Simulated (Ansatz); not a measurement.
Relaxed structures of GeH$_{3}$SO (charge -1), closed shell (PBE0-D4/def2-TZVPD; forces vanish, vibrations not checked; lower isomers may exist, and structures with a doubtful reference or unclear bonds are left out; Å). Program: Ansatz 0.2.0. Basis: def2-TZVPPD. Cores are frozen in the correlated methods. Filled d shells of the heavier atoms are correlated. The def2 sets are not built for correlating such inner shells, so the correlated values are less sure here.

Rank them by CCSD(T) energy, lowest first, and give each one's height above the lowest. Links in brackets join atoms within 1.22 times the sum of their covalent radii (1.1 for two metals). (To be estimated.)
A.
GeH₃SO ([OH][GeH2][S]), total charge -1
```
6
angstrom
O -0.4547 -1.3384 -0.2507
Ge 0.3448 0.2735 0.0896
S -1.0810 1.8456 0.0854
H -1.3841 -1.1149 -0.3621
H 1.4727 0.3318 -0.9959
H 1.1023 0.0025 1.4338
```
B.
GeH₃SO ([OH][GeH][SH]), total charge -1
```
6
angstrom
O -0.7479 -1.0463 -0.6536
Ge 0.3296 0.1675 0.2959
S -1.1607 2.0453 0.4582
H -1.2716 -1.5133 0.0004
H 1.0216 0.7035 -1.0544
H -1.3722 2.2649 -0.8504
```
C.
GeH₃SO ([O][GeH2][SH]), total charge -1
```
6
angstrom
O -0.8039 1.6819 0.1054
Ge 0.3360 0.4468 0.1118
S -0.6422 -1.6328 -0.3192
H -1.8437 -1.0439 -0.4226
H 1.4707 0.4854 -0.9797
H 1.0991 0.1550 1.4583
```

Computed: A (0.00 kcal/mol), B (15.62 kcal/mol), C (26.28 kcal/mol). Heights count from the lowest.

No T1 diagnostic of these runs exceeds 0.017.

For scale, one of the runs: CCSD(T)/def2-TZVPPD, 196 basis functions, launched by `ansatz run in.yaml --threads 2 --pin off --events-out ev --progress --plain --max-ram 4352MiB`. Time: 110 s of wall clock on 2 CPU threads of an Arm Neoverse V1; the host was shared. Peak host memory: 2.2 GiB.
